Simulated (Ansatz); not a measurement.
C2H6BClS (`CCB(S)Cl`), 11 atoms. Total charge 0; spin multiplicity 1. All runs use 4 threads of an Arm Neoverse V1 on a shared host. Correlated methods freeze the cores.

How many basis functions does each run have, and how long does it take in Ansatz? RKS BHLYP-D4/def2-TZVPP energy; RKS ωB97M-V/def2-QZVPP energy; RHF-MP2/def2-QZVPP energy; direct RPA on PBE orbitals/def2-TZVPP energy; RKS LC-ωPBE/def2-TZVPP energy; RKS ωB97M-V/def2-SVP energy; RKS PBE0-D4/def2-QZVPP energy; RHF-CCSD(T)/def2-TZVPP energy; RKS PBE0-D4/def2-TZVP relaxation (8 steps); RKS PBE0-D4/def2-SVP energy; RKS CAM-B3LYP-D4/def2-TZVPP energy; RKS PBE0-D4/def2-TZVP frequencies. (Best estimate.)

Computed: Other jobs shared the machine, so times are rough.

```json
{"level": "RKS PBE0-D4/def2-SVP", "job": "energy", "functions": "108", "wall time": "1.1 s", "peak host memory (GiB)": "0.22"}
{"level": "RKS LC-ωPBE/def2-TZVPP", "job": "energy", "functions": "261", "wall time": "2.9 s", "peak host memory (GiB)": "0.52"}
{"level": "RKS BHLYP-D4/def2-TZVPP", "job": "energy", "functions": "261", "wall time": "3.6 s", "peak host memory (GiB)": "0.74"}
{"level": "RKS CAM-B3LYP-D4/def2-TZVPP", "job": "energy", "functions": "261", "wall time": "4 s", "peak host memory (GiB)": "0.8"}
{"level": "RKS ωB97M-V/def2-SVP", "job": "energy", "functions": "108", "wall time": "5 s", "peak host memory (GiB)": "0.33"}
{"level": "direct RPA on PBE orbitals/def2-TZVPP", "job": "energy", "functions": "261", "wall time": "5.5 s", "peak host memory (GiB)": "0.64"}
{"level": "RKS PBE0-D4/def2-QZVPP", "job": "energy", "functions": "491", "wall time": "9.5 s", "peak host memory (GiB)": "1.9"}
{"level": "RHF-MP2/def2-QZVPP", "job": "energy", "functions": "491", "wall time": "23 s", "peak host memory (GiB)": "3.2"}
{"level": "RKS ωB97M-V/def2-QZVPP", "job": "energy", "functions": "491", "wall time": "23 s", "peak host memory (GiB)": "2.3"}
{"level": "RKS PBE0-D4/def2-TZVP", "job": "relaxation (8 steps)", "functions": "203", "wall time": "33 s", "peak host memory (GiB)": "0.56"}
{"level": "RHF-CCSD(T)/def2-TZVPP", "job": "energy", "functions": "261", "wall time": "2.6 min", "peak host memory (GiB)": "6"}
{"level": "RKS PBE0-D4/def2-TZVP", "job": "frequencies", "functions": "203", "wall time": "2.8 min", "peak host memory (GiB)": "0.61"}
```

LC-ωPBE has ω = 0.4 bohr⁻¹.
